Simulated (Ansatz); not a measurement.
The Ge1–H2 bond of GeHI (SMILES [GeH][I]) is stretched (multiplicity 1, the rest rigid).
Geometry at rest (charge 0, multiplicity 1):
```xyz
3

Ge    -0.91057    -0.75514     1.05679
H     -1.93077    -1.24045    -0.07820
I      0.58621     0.47934    -0.63658
```

Cores are frozen in the correlated methods. Filled d and f shells under p-block atoms count as core.

Run with Ansatz (a first-principles code) with Gaussian orbitals. Values without a source in brackets are computed. In def2 rows elements past Kr take small-core potentials, without spin–orbit coupling.

FIC-MRCISD+Q on CASSCF(2,2)/def2-TZVPP, total energies (hartree):

```csv
R (Å),CASSCF,MRCISD,weight c² of the reference
1.601,-2372.641112,-2372.865371,0.88903
2.802,-2372.566444,-2372.782754,0.88803
5.125,-2372.543569,-2372.756597,0.88892
```

Add the Davidson correction (E_MRCISD − E_CASSCF)(1 − c²)/c² and give the energies above the first point at the three levels.


Corrections (hartree): -0.027991, -0.027273, -0.026620. Above the first point (kcal/mol):
- R = 2.802 Å: CASSCF 46.9, MRCISD 51.8, with the correction 52.3
- R = 5.125 Å: CASSCF 61.2, MRCISD 68.3, with the correction 69.1
